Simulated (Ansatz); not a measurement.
Gas-phase electronic energies from Ansatz, PBE0-D4/def2-TZVP geometries. CCSD(T)/CBS adds triple-zeta CCSD(T) − MP2 to the extrapolated MP2 energy (def2 sets, frozen cores). This one scheme is used for every species. Functionals use def2-TZVPP. B3LYP here is the variant with VWN-RPA as its local correlation; programs differ in this. One conformer a species, not always the lowest.

Consider the ligand exchange at the Si–C bond: `C#CC[SiH2]C` + H–F → `C#CC[SiH2]F` + CH₄.

| level | ΔE (kJ/mol) | difference from CCSD(T)/CBS |
| --- | --- | --- |
| PBE-D4 | -129.9 | 8.0 |
| PBE0-D4 | -131.1 | 6.8 |
| ωB97M-V | -141.2 | -3.3 |
| r2SCAN | -145.1 | -7.2 |
| B3LYP | -152.2 | -14.3 |
| HF/def2-TZVPP | -164.2 | -26.3 |
| CCSD(T)/def2-TZVPP | -138.5 | -0.6 |
| HF/def2-QZVPP | -165.8 | -27.9 |
| HF/CBS(def2) | -166.1 | -28.2 |
| MP2/CBS(def2) | -137.5 | 0.4 |
| CCSD(T)/CBS | -137.9 | 0 |

Largest T1 diagnostic among the species: 0.012.

In def2-TZVPP, CCSD(T) changes the Hartree–Fock value by +25.7 kJ/mol (the triples alone add +3.1 kJ/mol) and MP2 by +26.1 kJ/mol. The D4 term adds +7.9 kJ/mol with B3LYP and +4.6 kJ/mol with PBE0; it sums over pairs of atoms, weighted by their polarisabilities, and B3LYP, whose exchange is more repulsive, gets the larger term.
